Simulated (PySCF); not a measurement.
## Correlation energy of Os (osmium, neutral)

[Xe] 4f14 5d6 6s2, high-spin 5D determinant. Computed with PySCF 2.14 in aug-cc-pVTZ-PP with ECP60MDF, with scalar relativity through the core potential. Frozen: 5s2 5p6; 8 electrons correlated.

MP2 pair energies summed by pair of shells (mhartree):

```
 pair  energy  share (%)
5d-5d  -99.88       52.9
5d-6s  -69.90       37.0
6s-6s  -18.90       10.0
```

Total MP2 correlation energy: -188.68 mhartree.

Same-spin part -80.85 and opposite-spin part -107.83 mhartree; SCS-MP2 scales them by 1/3 and 6/5 to -156.34 mhartree.
